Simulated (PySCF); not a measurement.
**Level sweep**

Species: ethyl butyl ether, C₆H₁₄O.
Cartesian coordinates in Å at the PBE0-D3(BJ)/def2-SVP level; atoms count from 1:
```
atom  x, y, z in Å
C1    -3.1517   -0.6692   -0.2995
C2    -1.7507   -0.5543    0.2779
C3    -1.1479    0.8353    0.1227
C4     0.2674    0.9393    0.6484
O5     1.0931    0.0711   -0.0719
C6     2.4151    0.0388    0.3796
C7     3.2046   -0.9235   -0.4744
H8    -3.5635   -1.6813   -0.1676
H9    -3.8464    0.0373    0.1834
H10   -3.1577   -0.4473   -1.3789
H11   -1.7649   -0.8230    1.3494
H12   -1.0778   -1.2798   -0.2064
H13   -1.7696    1.5812    0.6475
H14   -1.1474    1.1233   -0.9429
H15    0.6348    1.9835    0.5620
H16    0.2909    0.6843    1.7302
H17    2.4503   -0.2703    1.4459
H18    2.8639    1.0538    0.3352
H19    3.1705   -0.6157   -1.5299
H20    4.2561   -0.9574   -0.1538
H21    2.7845   -1.9376   -0.4023
```

PySCF, dipoles from the SCF density, polarisabilities from static response with core orbitals frozen. One conformer (not necessarily the lowest) at the PBE0-D3(BJ)/def2-SVP geometry, without solvent, vibrations or thermal averaging.

Question: Compare the levels for these properties.

Answer: 

```json
{"level": "LDA/def2-SVPD", "μ (D)": "0.955", "α (Å³)": "12.95", "anisotropy (Å³)": "3.45"}
{"level": "PBE/def2-SVPD", "μ (D)": "0.925", "α (Å³)": "12.73", "anisotropy (Å³)": "3.39"}
{"level": "B3LYP/def2-SVPD", "μ (D)": "1.025", "α (Å³)": "12.30", "anisotropy (Å³)": "3.11"}
{"level": "PBE0/def2-SVPD", "μ (D)": "1.016", "α (Å³)": "12.18", "anisotropy (Å³)": "3.10"}
{"level": "BHandHLYP/def2-SVPD", "μ (D)": "1.113", "α (Å³)": "11.81", "anisotropy (Å³)": "2.87"}
{"level": "CAM-B3LYP/def2-SVPD", "μ (D)": "1.085", "α (Å³)": "12.09", "anisotropy (Å³)": "2.95"}
{"level": "wB97X-D/def2-SVPD", "μ (D)": "1.050", "α (Å³)": "12.08", "anisotropy (Å³)": "2.95"}
{"level": "LC-wPBE/def2-SVPD", "μ (D)": "1.109", "α (Å³)": "11.76", "anisotropy (Å³)": "2.83"}
{"level": "HF/def2-SVPD", "μ (D)": "1.195", "α (Å³)": "11.34", "anisotropy (Å³)": "2.57"}
{"level": "PBE0/6-31G*", "μ (D)": "0.954", "α (Å³)": "10.33", "anisotropy (Å³)": "2.59"}
{"level": "PBE0/6-31+G*", "μ (D)": "1.078", "α (Å³)": "11.35", "anisotropy (Å³)": "2.67"}
{"level": "PBE0/def2-SVP", "μ (D)": "1.011", "α (Å³)": "10.71", "anisotropy (Å³)": "2.67"}
{"level": "PBE0/aug-cc-pVDZ", "μ (D)": "0.957", "α (Å³)": "12.49", "anisotropy (Å³)": "3.25"}
```

The anisotropy is √(½[(α1 − α2)² + (α2 − α3)² + (α3 − α1)²]). The dipole runs from 0.93 D (PBE/def2-SVPD) to 1.20 D (HF/def2-SVPD). No reference polarisability is at hand; against PBE0 in the largest diffuse basis at hand (aug-cc-pVDZ) the other PBE0 rows deviate by 6-31G* -17%, 6-31+G* -9%, def2-SVP -14%, def2-SVPD -3%. In one basis (def2-SVPD) the functionals order the polarisability from HF (lowest) to LDA (highest), a spread of 14%. With PBE0 the polarisability is 10.52 Å³ without diffuse functions (mean of 6-31G* and def2-SVP) and 12.01 Å³ with them (mean of 6-31+G*, def2-SVPD and aug-cc-pVDZ).
